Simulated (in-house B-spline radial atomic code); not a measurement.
## B97-1 excitations of Hg III (Hg2+)

Method: B97-1. Computed with a B-spline radial code for spherical atoms: linear response of the closed shell [Xe] 4f14 5d10 with the functional's adiabatic kernel; scalar-relativistic (spin-free one-electron X2C), finite nucleus, no spin-orbit coupling, no double excitations, S, P, D and F terms only; shells from n = 3 respond. Only terms of natural parity with L up to 3 were computed.

Spin-orbit coupling is strong here, so these LS terms don't match observed levels.

Command:
```bash
python run_td.py task.json out
```
Settings (radii: box in bohr, nucleus in fm):
```
Z                        80
electrons                78
configuration            [Xe] 4f14 5d10
hamiltonian              x2c
method                   b97_1
box_radius               29.48
rms_radius               5.4648
intervals                72
```

Run time, properties included: 14 s on 1 thread of Arm Neoverse N1 (shared host).

The lowest states, in the order of their Tamm-Dancoff energies; the method's threshold (minus the highest occupied level) is 30.27 eV. Labels give the largest channel, * marks a mixed state, and oscillator strengths are full-response dipole values. Semilocal kernels can invert the small singlet-triplet splittings of Rydberg terms. Energies in eV:

```
     state  full response  Tamm-Dancoff  oscillator strength
5d → 6s 3D          5.473         5.509                    -
5d → 6s 1D          6.329         6.376                    -
5d → 6p 3P         14.038        14.067                    -
5d → 6p 3F         14.160        14.179                    -
5d → 6p 1F         14.323        14.325                    -
5d → 6p 1P         15.159        15.266                0.871
5d → 7s 3D         21.313        21.320                    -
5d → 7s 1D         21.513        21.518                    -
5d → 6d 3S              ?             ?                    -
5d → 6d 3D         22.379        22.384                    -
5d → 6d 1D         22.530        22.538                    -
5d → 7p 3P         23.538        23.545                    -
5d → 7p 3F         23.629        23.634                    -
5d → 6d 1S         23.507        23.636                    -
5d → 7p 1F              ?             ?                    -
5d → 7p 1P         23.848        23.861               0.0255
```

(1) Where does 5d → 7p 1F lie?

(2) Where does 5d → 6d 3S lie?

(3) How large is the singlet-triplet splitting of 5d → 6s (D terms) in Tamm-Dancoff?

(4) What polarisabilities and dispersion coefficient does the method give?

Results:

(1) At 23.751 eV in full response, 23.751 eV in Tamm-Dancoff.

(2) At 22.001 eV in full response, 22.018 eV in Tamm-Dancoff.

(3) 0.867 eV, from the unrounded values.

(4) Dipole 7.957 bohr³, quadrupole 43.38 bohr⁵, C6 52.29 hartree·bohr⁶ for two such species.
